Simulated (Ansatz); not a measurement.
Consider the ligand exchange at the Si–C bond: `C=CC[SiH](F)F` + `[CH3][AlH][OH]` → `[CH3][AlH][O][SiH](F)F` + `C=CC`.

Gas-phase electronic energies from Ansatz, PBE0-D4/def2-TZVP geometries. CCSD(T)/CBS adds triple-zeta CCSD(T) − MP2 to the extrapolated MP2 energy (def2 sets, frozen cores). Functionals use def2-TZVPP. One conformer a species, not always the lowest.

CCSD(T)/CBS gives -145.4 kJ/mol.

Q: Another level gave -172.1 kJ/mol. Which?
A. B2PLYP/def2-TZVPP
B. ωB97X-V/def2-TZVPP
C. HF/def2-TZVPP
D. PBE0/def2-TZVPP

A: C. HF/def2-TZVPP -172.1, ωB97X-V -142.3, B2PLYP -148.8, PBE0 -137.9 kJ/mol.

Largest T1 diagnostic among the species: 0.012.

From PBE to PBE0 (25 % exact exchange), in def2-TZVPP and without D4, ΔE moves by −8.3 kJ/mol. In def2-TZVPP, CCSD(T) changes the Hartree–Fock value by +26.4 kJ/mol (the triples alone add +4.0 kJ/mol) and MP2 by +27.5 kJ/mol. The D4 term adds +3.2 kJ/mol with B3LYP and +1.7 kJ/mol with PBE0; it sums over pairs of atoms, weighted by their polarisabilities, and B3LYP, whose exchange is more repulsive, gets the larger term.

B3LYP here is the variant with VWN-RPA as its local correlation; programs differ in this.
